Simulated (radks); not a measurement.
Results of a calculation; reference values are marked as such.
Species: Fe. Configuration: [Ar] 3d6 4s2. Code: a radial shooting solver on a logarithmic mesh with Libxc functionals. Model: non-relativistic Kohn-Sham, BLYP, spin-polarised, spherical densities, point nucleus; open shells are filled with parallel spins first.

Normalised radial functions P(r) = r R(r), r in bohr:

```
   r/bohr * 4s up (the largest magnitude, 0.633, reaches the edge; | marks zero)
 0.003324                             |*
 0.003808                             |*
 0.004398                             |*
 0.005038                             |*
 0.005772                             | *
 0.006613                             | *
 0.007577                             | *
 0.008681                             | *
 0.009945                             |  *
  0.01139                             |  *
  0.01305                             |  *
  0.01496                             |  *
  0.01727                             |   *
  0.01979                             |   *
  0.02267                             |   *
  0.02597                             |   *
  0.02976                             |   *
  0.03409                             |   *
  0.03906                             |   *
  0.04475                             |   *
  0.05127                             |  *
  0.05874                             | *
  0.06729                             |*
  0.07772                             *
  0.08904                            *|
    0.102                          *  |
   0.1169                         *   |
   0.1339                       *     |
   0.1534                      *      |
   0.1758                      *      |
   0.2014                      *      |
   0.2307                       *     |
   0.2643                         *   |
   0.3052                            *|
   0.3497                             | *
   0.4006                             |    *
    0.459                             |        *
   0.5259                             |          *
   0.6025                             |           *
   0.6903                             |          *
   0.7908                             |        *
    0.906                             |   *
    1.038                            *|
    1.189                      *      |
    1.373               *             |
    1.574          *                  |
    1.803      *                      |
    2.065   *                         |
    2.366  *                          |
    2.711   *                         |
    3.106     *                       |
    3.558        *                    |
    4.077            *                |
    4.671                *            |
    5.394                    *        |
     6.18                       *     |
     7.08                         *   |
    8.112                           * |
    9.294                            *|
    10.65                             *
```

4s up: eigenvalue -5.386 eV, 3 radial nodes at r = 0.0773, 0.323, 1.01 bohr, <r> = 2.96 bohr, 90 % of the charge inside 4.55 bohr.
